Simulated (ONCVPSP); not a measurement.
**technetium (Tc): ONCV pseudisation with LDA (Perdew-Zunger), fully relativistic reference atom.**

| Property | Result |
| --- | --- |
| Element | Tc |
| Generator | ONCVPSP 4.0.1 |
| Type | optimised norm-conserving Vanderbilt (ONCV) |
| Functional | LDA (Perdew-Zunger) |
| Relativity | fully relativistic |
| Frozen core | [Ar] 3d10 |
| Valence charge | 15 |
| Reference configuration | 4s2 4p6 4d5 5s2 |
| Partial waves | 4s+5s: rc 1.75 bohr, ncon 3, nbas 6, qcut 8 1/bohr, 2 projectors; 4p: rc 1.15 bohr, ncon 4, nbas 8, qcut 7.4 1/bohr, 2 projectors, debl 1.7 Ha; 4d: rc 1.65 bohr, ncon 4, nbas 8, qcut 6.7 1/bohr, 2 projectors, debl 3.3 Ha; f scattering state at 0.21 Ha: rc 1.45 bohr, ncon 4, nbas 8, qcut 7.8 1/bohr, 2 projectors, debl 3.5 Ha |
| Local potential | polynomial inside 1.00 bohr (lpopt 5, dvloc0 4 Ha) |
| Core correction | Teter function, fcfact 3.75, rcfact 1.8 |

Open shells are filled in proportion to 2j + 1.

All-electron outer shells of the reference configuration (LDA (Perdew-Zunger), scalar-relativistic, ld1.x):

```json
{"shell": "3d", "level (eV)": "-250.19", "outermost node (bohr)": "–", "outermost maximum (bohr)": "0.31"}
{"shell": "4s", "level (eV)": "-73.39", "outermost node (bohr)": "0.50", "outermost maximum (bohr)": "0.95"}
{"shell": "4p", "level (eV)": "-45.40", "outermost node (bohr)": "0.51", "outermost maximum (bohr)": "1.03"}
{"shell": "4d", "level (eV)": "-6.81", "outermost node (bohr)": "0.50", "outermost maximum (bohr)": "1.27"}
{"shell": "5s", "level (eV)": "-5.27", "outermost node (bohr)": "1.28", "outermost maximum (bohr)": "2.72"}
```

(1) Estimate the cutoffs (Ha) at which the residual kinetic energy of the hardest occupied pseudo-wave falls to 1 and 0.1 mHa per electron.

(2) What does a ghost test show?

(3) Which valence shell sets the plane-wave cutoff?

(4) Tests: 4s2 4p6 4d5 5s1; 4s2 4p6 4d5 5s0; 4s2 4p6 4d4 5s0; 4s2 4p6 4d5.5 5s1.5. Which has the largest error in its energy relative to the reference configuration, and how large is it?

Answers

(1) 52 Ha and 145 Ha.

(2) No bound ghost flagged; GHOST(+) flagged for s at 150.7 eV.

(3) 4p: 52 Ha for 1 mHa per electron, against 21 Ha for 4s.

(4) 4s2 4p6 4d5 5s0, with -4.2 meV (all-electron minus pseudo) on +23.63 eV.
